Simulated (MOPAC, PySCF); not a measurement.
C2H4S3, SMILES `S=CCSS`, neutral singlet in the gas phase. 

Z-matrix (Å, degrees):
```
C
H 1 1.0885
H 1 1.0947 2 110.74
C 1 1.4770 2 112.90 3 -126.47
H 4 1.0924 1 114.60 2 169.38
S 4 1.6100 5 120.39 1 -175.58
S 1 1.8332 2 109.73 3 113.64
S 7 2.0278 1 103.33 2 50.39
H 8 1.3485 7 99.29 1 87.01
```
Charge 0, spin multiplicity 1.

All levels are single points at this geometry (PBE0-D3(BJ)/def2-TZVP); Pople sets use spherical d functions. Orbital energies aren't observables, and empty levels follow the basis.

AM1 in MOPAC gives gap (eV) = 6.80.

### Question
Estimate the gap (eV) from each of these levels: PBE-D3(BJ)/def2-TZVP in PySCF; PBE0-D3(BJ)/def2-TZVP in PySCF; B3LYP/3-21G in PySCF; B3LYP/6-31G* in PySCF; B3LYP/LANL2DZ in PySCF; BP86/6-31G* in PySCF; M06-2X/6-31G* in PySCF; PBE/6-31G* in PySCF; SVWN5/6-31G* in PySCF; HF/6-31G* in PySCF; PM6 in MOPAC; PM7 in MOPAC.

### Answer

```tsv
level	gap (eV)
PBE-D3(BJ)/def2-TZVP in PySCF	2.07
PBE0-D3(BJ)/def2-TZVP in PySCF	4.18
B3LYP/3-21G in PySCF	3.82
B3LYP/6-31G* in PySCF	3.81
B3LYP/LANL2DZ in PySCF	3.75
BP86/6-31G* in PySCF	2.10
M06-2X/6-31G* in PySCF	6.32
PBE/6-31G* in PySCF	2.09
SVWN5/6-31G* in PySCF	2.02
HF/6-31G* in PySCF	10.80
PM6 in MOPAC	7.53
PM7 in MOPAC	7.34
```
